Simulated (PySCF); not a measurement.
C2H3O2, SMILES CO[C]=O, multiplicity 2. The structure is a stationary point at PBE-D3(BJ)/def2-SVP. The isomer is the one that the SMILES or the coordinates give; other isomers of the formula were not compared. Other conformers were not sampled.

Question: Give the equilibrium geometry at PBE-D3(BJ)/def2-SVP (PySCF confirms it by a frequency run) as bond lengths and angles, and its point group. (Estimate from the structure and the level; the computed values follow.)

Answer: Several could match; the one computed here: point group Cs.
Atoms: C1 O2 C3 O4 H5 H6 H7. Bond lengths (Å): C1–O2 1.461, C1–H5 1.108, C1–H6 1.103, C1–H7 1.108, O2–C3 1.320, C3–O4 1.200. Bond angles (°): O2–C1–H5 109.9, O2–C1–H6 105.9, O2–C1–H7 109.9, H5–C1–H6 110.8, H5–C1–H7 109.5, H6–C1–H7 110.8, C1–O2–C3 116.1, O2–C3–O4 130.5.
Charge 0, spin multiplicity 2.
